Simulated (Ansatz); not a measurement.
Species: C6H12 (charge 0, singlet). SMILES: C=C(C)CCC
Coordinates optimised at B3LYP-D3(BJ)/def2-TZVP (Ansatz, an electronic-structure program):
```
C
H 1 1.0929
H 1 1.0970 2 106.68
C 1 1.5063 2 109.30 3 117.88
C 4 1.3306 1 121.59 2 8.48
H 5 1.0832 4 121.67 1 179.76
H 5 1.0833 6 116.88 4 -179.89
C 4 1.5029 5 121.82 6 -0.21
H 8 1.0895 4 111.52 5 -3.19
H 8 1.0930 9 108.05 4 -122.68
H 8 1.0943 9 108.41 10 -115.22
C 1 1.5346 2 108.93 3 -116.88
H 12 1.0930 1 109.79 2 177.77
H 12 1.0938 13 106.43 1 -117.57
C 12 1.5256 13 109.37 14 -118.68
H 15 1.0915 12 111.41 13 57.98
H 15 1.0926 16 107.77 12 -122.09
H 15 1.0928 16 107.77 17 -115.82
```
Charge 0, spin multiplicity 1.

Atomisation energy built up term by term with Ansatz (kcal/mol; UHF references for open shells; valence terms freeze the core; atomic spin-orbit terms are left out). CBS marks a two-point X^-3 extrapolation of the correlation energy; Hartree-Fock from the larger set.

| term | basis | kcal/mol |
|---|---|---|
| Hartree-Fock | cc-pVQZ | 1328.99 |
| CCSD correlation | CBS(cc-pVTZ,cc-pVQZ) | ___ |
| (T) | CBS(cc-pVTZ,cc-pVQZ) | ___ |
| core correlation | cc-pwCVTZ | 6.87 |
| scalar relativity (X2C) | cc-pVTZ-DK against cc-pVTZ | -1.10 |
| sum: De |  | ___ |

Fill in the missing entries.


- CCSD correlation, kcal/mol: 391.60
- (T), kcal/mol: 23.25
- sum: De, kcal/mol: 1749.6
